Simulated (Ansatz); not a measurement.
Several settings on one geometry of (SiH3)3N (Si₃NH₉) (that of the charge 0 singlet, PBE0-D4/def2-SVP). Ansatz on 4 threads of Arm Neoverse V1 on a shared host; times are rough.

```xyz
13

N    -0.004   -0.004    0.001
Si   -0.117   -0.183   -1.740
Si    1.246   -0.856    0.890
Si   -1.130    1.038    0.851
H     0.085    1.120   -2.444
H     0.959   -1.134   -2.157
H    -1.445   -0.731   -2.151
H     1.134   -2.336    0.712
H     2.614   -0.438    0.457
H     1.067   -0.520    2.335
H    -2.064    1.604   -0.170
H    -1.917    0.281    1.871
H    -0.427    2.160    1.545
```

Totals from different functionals, basis sets or treatments of relativity can't be compared as stabilities.

The 6-31G sets use Cartesian d functions.

The spins typed aren't always the lowest for that charge.

Q: Give the basis size and estimate the energy, ⟨S²⟩, dipole and time of these runs.

```csv
run,method,charge,state,further keys
1,RKS r2SCANh/cc-pVDZ,0,singlet,fitting: {mean_field: cc-pVTZ-jkfit}; scf: {lower_state_search: off}
2,RKS B97M-V/def2-SVPD,0,singlet,scf: {omitted_lower_state_checks: [starts]}; forces asked
3,UKS BLYP-D4/6-31G*,-1,doublet,"final_grid: {core_spheres: 20, valence_spheres: 16, degree: 47}; scf: {omitted_lower_state_checks: [starts]}"
4,RKS PBEsol/def2-TZVP,0,singlet,"point_charges: [{charge: 0.50, position_ang: [5.729, -0.976, -0.440]}]; scf: {omitted_lower_state_checks: [starts]}; forces asked"
```

A: 
```
run  functions  energy (Eh)  ⟨S²⟩  dipole (D)  wall time
  1        113    -928.5424     –           –      1.5 s
  2        164    -928.1305     –        0.01      9.5 s
  3         90    -928.5416  0.75           –      3.1 s
  4        196    -926.3389     –        1.04      2.1 s
```

The highest occupied level of an anion often lies above zero with these methods, and sets without diffuse functions describe the outer electron poorly.
